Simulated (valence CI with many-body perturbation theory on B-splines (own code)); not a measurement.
**E1 transitions of La⁴²⁺**

Computed by valence CI with perturbative core correlation (CI+MBPT): five valence electrons over a frozen Dirac-Fock core [Ne], a basis of 11 s, 11 p, 10 d, 8 f, 5 g, 2 h functions for each j, with the one-electron correlation potential Σ1, the two-electron term Σ2, the three-electron term Σ3, Breit, model QED; selected CI, second order for the rest, scaled by the run's own slope (own B-spline code, finite nucleus).

The last digits are not significant, and no measured levels were compared; by estimate large intervals hold to a few tenths of a per cent, small ones and those within an open d or f shell to about a per cent. Among the levels kept, up to 3200 cm⁻¹ of a level comes from second order outside the variational space, and about a tenth of that is noise between levels of different J, which matters for small intervals.

Lines 151 to 200 of 568 in falling wavelength, among levels below 627.06 eV, chosen from the strongest by gf and those to the six lowest levels. Wavelengths and rates use the calculated energies. Electric multipoles are in the length gauge, E1 and E2 with the static RPA response of the core. Weak lines are less certain than strong ones. Lines between different terms over intervals too small for the method are left out, as are lines whose strength nearly cancels. The highest levels of a list are the least certain.

Levels are named by their leading jj configuration (3d3/2^4 stands for four electrons in 3d with j = 3/2), which in mixed levels can hold well under half, so a name can repeat and another be missing. Letters in brackets count levels of one name in rising energy.

| λ vac (Å) | Upper | Lower | A (s⁻¹) | S (a.u.) with core polarisation | S without |
| --- | --- | --- | --- | --- | --- |
| 59.66 | (3s^2 3p3/2 3d3/2 3d5/2) J=7/2 [c] | (3s^2 3p3/2^2 3d3/2) J=7/2 | 3.16e+10 | 2.65e-02 | 2.69e-02 |
| 59.66 | (3s 3p1/2 3p3/2^2 3d5/2) J=5/2 [c] | (3s 3p1/2 3p3/2^3) J=3/2 [a] | 1.53e+11 | 9.59e-02 | 9.76e-02 |
| 59.62 | (3s 3p1/2 3p3/2^3) J=3/2 [a] | (3s^2 3p1/2 3p3/2^2) J=1/2 | 3.78e+10 | 1.58e-02 | 1.61e-02 |
| 59.55 | (3s^2 3p1/2 3p3/2 3d5/2) J=3/2 [b] | (3s^2 3p1/2 3p3/2^2) J=5/2 | 2.50e+10 | 1.04e-02 | 1.06e-02 |
| 59.51 | (3s^2 3p3/2 3d3/2 3d5/2) J=7/2 [c] | (3s^2 3p3/2^2 3d3/2) J=5/2 | 1.45e+11 | 1.21e-01 | 1.23e-01 |
| 59.49 | (3s 3p1/2^2 3d3/2 3d5/2) J=5/2 [b] | (3s 3p1/2^2 3p3/2 3d3/2) J=7/2 | 1.68e+10 | 1.04e-02 | 1.06e-02 |
| 59.45 | (3s 3p1/2^2 3p3/2 3d3/2) J=5/2 [b] | (3s^2 3p1/2^2 3d5/2) J=5/2 | 2.53e+09 | 1.58e-03 | 1.60e-03 |
| 59.28 | (3s 3p1/2 3p3/2^2 3d5/2) J=11/2 | (3s^2 3p1/2 3p3/2 3d5/2) J=9/2 | 5.09e+10 | 6.28e-02 | 6.39e-02 |
| 59.16 | (3s 3p1/2 3p3/2^2 3d3/2) J=7/2 [b] | (3s^2 3p1/2 3p3/2 3d3/2) J=5/2 [b] | 2.22e+10 | 1.81e-02 | 1.84e-02 |
| 59.08 | (3s 3p1/2 3p3/2^2 3d5/2) J=3/2 [e] | (3s 3p1/2 3p3/2^3) J=1/2 | 3.49e+11 | 1.42e-01 | 1.45e-01 |
| 59.08 | (3s 3p1/2 3p3/2^2 3d5/2) J=3/2 [e] | (3s 3p1/2 3p3/2^3) J=3/2 [b] | 1.13e+11 | 4.60e-02 | 4.68e-02 |
| 59.05 | (3s 3p1/2 3p3/2^2 3d3/2) J=3/2 [d] | (3s^2 3p1/2 3p3/2 3d3/2) J=1/2 [b] | 2.40e+10 | 9.75e-03 | 9.92e-03 |
| 58.98 | (3s^2 3p3/2 3d3/2 3d5/2) J=5/2 [c] | (3s^2 3p3/2^2 3d3/2) J=3/2 [a] | 1.16e+11 | 7.07e-02 | 7.19e-02 |
| 58.97 | (3s 3p1/2^2 3d5/2^2) J=9/2 | (3s 3p1/2^2 3p3/2 3d5/2) J=9/2 | 2.80e+10 | 2.83e-02 | 2.88e-02 |
| 58.93 | (3s 3p1/2 3p3/2^2 3d3/2) J=7/2 [a] | (3s^2 3p1/2 3p3/2 3d3/2) J=7/2 | 1.55e+10 | 1.25e-02 | 1.28e-02 |
| 58.91 | (3s 3p1/2^2 3p3/2 3d5/2) J=7/2 [b] | (3s 3p1/2^2 3p3/2^2) J=5/2 | 1.08e+11 | 8.74e-02 | 8.89e-02 |
| 58.85 | (3s 3p1/2 3p3/2^2 3d5/2) J=5/2 [e] | (3s 3p1/2 3p3/2^3) J=5/2 | 2.81e+11 | 1.69e-01 | 1.72e-01 |
| 58.78 | (3s^2 3p3/2 3d3/2 3d5/2) J=9/2 [b] | (3s^2 3p3/2^2 3d5/2) J=7/2 | 1.13e+11 | 1.13e-01 | 1.15e-01 |
| 58.67 | (3s 3p1/2^2 3d5/2^2) J=7/2 | (3s 3p1/2^2 3p3/2 3d3/2) J=5/2 [b] | 1.70e+10 | 1.36e-02 | 1.38e-02 |
| 58.66 | (3p1/2^2 3p3/2^2 3d3/2) J=7/2 | (3s 3p1/2^2 3p3/2 3d5/2) J=7/2 [a] | 2.07e+10 | 1.65e-02 | 1.68e-02 |
| 58.66 | (3s 3p1/2 3p3/2^2 3d5/2) J=7/2 [a] | (3s^2 3p1/2 3p3/2 3d3/2) J=5/2 [a] | 2.22e+10 | 1.77e-02 | 1.80e-02 |
| 58.64 | (3s^2 3p1/2 3d5/2^2) J=3/2 | (3s^2 3p1/2 3p3/2 3d5/2) J=3/2 [a] | 1.00e+11 | 3.98e-02 | 4.05e-02 |
| 58.64 | (3s^2 3p3/2 3d3/2 3d5/2) J=5/2 [c] | (3s^2 3p3/2^2 3d3/2) J=5/2 | 6.59e+10 | 3.93e-02 | 4.00e-02 |
| 58.58 | (3s 3p1/2 3p3/2^2 3d3/2) J=5/2 [b] | (3s^2 3p1/2 3p3/2 3d3/2) J=5/2 [b] | 3.61e+10 | 2.15e-02 | 2.18e-02 |
| 58.50 | (3s^2 3p3/2^2 3d5/2) J=3/2 | (3s^2 3p3/2^3) J=3/2 | 2.90e+11 | 1.15e-01 | 1.17e-01 |
| 58.50 | (3s 3p1/2 3p3/2^2 3d3/2) J=5/2 [a] | (3s^2 3p1/2 3p3/2 3d3/2) J=3/2 [a] | 9.57e+10 | 5.67e-02 | 5.77e-02 |
| 58.39 | (3s 3p1/2^2 3d3/2 3d5/2) J=7/2 [b] | (3s 3p1/2^2 3p3/2 3d3/2) J=7/2 | 2.09e+10 | 1.64e-02 | 1.67e-02 |
| 58.38 | (3s^2 3p3/2 3d3/2 3d5/2) J=1/2 [b] | (3s^2 3p3/2^2 3d3/2) J=3/2 [b] | 7.82e+10 | 1.53e-02 | 1.56e-02 |
| 58.28 | (3s 3p1/2 3p3/2^2 3d5/2) J=5/2 [d] | (3s 3p1/2 3p3/2^3) J=3/2 [a] | 2.25e+10 | 1.32e-02 | 1.34e-02 |
| 58.25 | (3s 3p1/2^2 3p3/2 3d5/2) J=5/2 [a] | (3s^2 3p1/2^2 3d5/2) J=5/2 | 5.70e+10 | 3.34e-02 | 3.39e-02 |
| 58.17 | (3s 3p1/2 3p3/2^2 3d3/2) J=3/2 [e] | (3s^2 3p1/2 3p3/2 3d3/2) J=1/2 [b] | 7.10e+10 | 2.76e-02 | 2.81e-02 |
| 58.15 | (3s 3p1/2 3p3/2^2 3d3/2) J=5/2 [a] | (3s^2 3p1/2 3p3/2 3d3/2) J=5/2 [a] | 6.57e+10 | 3.82e-02 | 3.89e-02 |
| 58.07 | (3s 3p1/2^2 3p3/2^2) J=5/2 | (3s^2 3p1/2^2 3p3/2) J=3/2 | 9.22e+10 | 5.35e-02 | 5.44e-02 |
| 58.06 | (3p1/2^2 3p3/2^2 3d3/2) J=5/2 | (3s 3p1/2^2 3p3/2 3d5/2) J=5/2 [a] | 3.94e+10 | 2.28e-02 | 2.32e-02 |
| 58.01 | (3s 3p1/2^2 3d3/2 3d5/2) J=5/2 [b] | (3s 3p1/2^2 3p3/2 3d3/2) J=5/2 [a] | 4.36e+10 | 2.52e-02 | 2.56e-02 |
| 57.94 | (3s^2 3p3/2 3d3/2 3d5/2) J=3/2 [b] | (3s^2 3p3/2^2 3d3/2) J=3/2 [a] | 6.93e+10 | 2.66e-02 | 2.71e-02 |
| 57.78 | (3s^2 3p3/2 3d5/2^2) J=3/2 [b] | (3s^2 3p3/2^2 3d5/2) J=5/2 [a] | 6.13e+10 | 2.33e-02 | 2.38e-02 |
| 57.78 | (3s^2 3p1/2 3p3/2 3d5/2) J=5/2 [b] | (3s^2 3p1/2 3p3/2^2) J=3/2 | 2.65e+11 | 1.51e-01 | 1.54e-01 |
| 57.66 | (3s^2 3p3/2 3d3/2 3d5/2) J=9/2 [b] | (3s^2 3p3/2^2 3d3/2) J=7/2 | 2.89e+11 | 2.73e-01 | 2.78e-01 |
| 57.60 | (3s^2 3p3/2 3d3/2 3d5/2) J=3/2 [b] | (3s^2 3p3/2^2 3d3/2) J=5/2 | 3.62e+10 | 1.37e-02 | 1.39e-02 |
| 57.55 | (3s 3p1/2 3p3/2^2 3d5/2) J=9/2 [a] | (3s^2 3p1/2 3p3/2 3d3/2) J=7/2 | 4.17e+10 | 3.93e-02 | 3.99e-02 |
| 57.40 | (3s 3p1/2 3p3/2^2 3d5/2) J=3/2 [d] | (3s 3p1/2 3p3/2^3) J=5/2 | 1.23e+11 | 4.59e-02 | 4.67e-02 |
| 57.36 | (3s^2 3p3/2^2 3d5/2) J=5/2 [b] | (3s^2 3p3/2^3) J=3/2 | 3.92e+11 | 2.19e-01 | 2.23e-01 |
| 57.15 | (3s^2 3p1/2 3p3/2 3d5/2) J=3/2 [b] | (3s^2 3p1/2 3p3/2^2) J=3/2 | 3.77e+10 | 1.39e-02 | 1.41e-02 |
| 57.14 | (3s^2 3p3/2 3d3/2 3d5/2) J=5/2 [d] | (3s^2 3p3/2^2 3d5/2) J=7/2 | 2.44e+10 | 1.35e-02 | 1.37e-02 |
| 56.97 | (3s 3p1/2^2 3d3/2 3d5/2) J=7/2 [b] | (3s 3p1/2^2 3p3/2 3d3/2) J=5/2 [a] | 1.50e+10 | 1.10e-02 | 1.12e-02 |
| 56.95 | (3s^2 3p1/2 3d3/2 3d5/2) J=3/2 | (3s^2 3p1/2 3p3/2 3d3/2) J=1/2 [a] | 8.14e+10 | 2.97e-02 | 3.02e-02 |
| 56.89 | (3s 3p1/2 3p3/2^2 3d5/2) J=7/2 [c] | (3s^2 3p1/2 3p3/2 3d5/2) J=5/2 [b] | 1.88e+11 | 1.37e-01 | 1.39e-01 |
| 56.89 | (3s^2 3p1/2 3d5/2^2) J=1/2 | (3s^2 3p1/2 3p3/2 3d5/2) J=1/2 | 1.07e+11 | 1.95e-02 | 1.98e-02 |
| 56.85 | (3s 3p1/2 3p3/2^2 3d5/2) J=3/2 [b] | (3s^2 3p1/2 3p3/2 3d5/2) J=3/2 [b] | 9.96e+10 | 3.62e-02 | 3.68e-02 |
